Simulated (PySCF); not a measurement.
Structure with atom numbers: `[CH3:1][C:2]1([CH3:3])[CH2:4][C@:5]1([CH3:6])[C:7](=[O:8])[Cl:9]`. Each H is labelled by its parent atom. Ha(C4) is pro-R; Hb(C4) is pro-S.

[PySCF 2.14: geometry: GFN2-xTB; shielding tensors at PBE0/pcSseg-1 (GIAO); relativity neglected; one computed conformer; no solvent model; fast rotation and ring inversion assumed for equivalent nuclei]

Shifts are taken against calculated references (same method and geometry level): TMS for 13C.

Problem. Do the 13C shifts follow the atomic charges (in e)? Tabulate both.

Solution. 
```csv
atoms,hybridisation,δ (ppm),σ para (ppm),Hirshfeld,IAO,Mulliken,ESP-fitted
C7,sp2,186.9,-249,+0.18,+0.36,+0.40,+0.34
C5,sp3,37.9,-111,-0.01,-0.05,-0.49,+0.22
C2,sp3,36.1,-102,+0.03,+0.06,-0.49,+0.32
C4,sp3,35.2,-101,-0.08,-0.28,+0.03,-0.38
C1,sp3,24.2,-83,-0.11,-0.42,-0.12,-0.54
C6,sp3,21.7,-78,-0.13,-0.42,-0.10,-0.57
C3,sp3,21.0,-80,-0.12,-0.43,-0.13,-0.56
```

Correlation coefficients of δ with charge over these carbons: Hirshfeld +0.89, IAO +0.83, Mulliken +0.71, ESP-fitted +0.60; with the paramagnetic shielding -1.00. Among the 6 sp3 carbons alone: Hirshfeld +0.86, IAO +0.87, Mulliken -0.56, ESP-fitted +0.85. With so few points, grouped by hybridisation, these coefficients are fragile. Charge is one influence among several: hybridisation and low-lying excitations act through the paramagnetic term.

Carbons that carry Cl, above all several Cl atoms, come out too deshielded, partly because spin–orbit coupling is missing. Shifts are as computed. Against solution values, carbons near 30 ppm lie about +3 ppm off and those near 130 ppm about +5 ppm; carbons on Cl a further +6 ppm. Of 1211 compounds with measured shifts, 218 miss one by over three times the rms of a fit or turn the order of signals round; such compounds aren't used in these exercises.
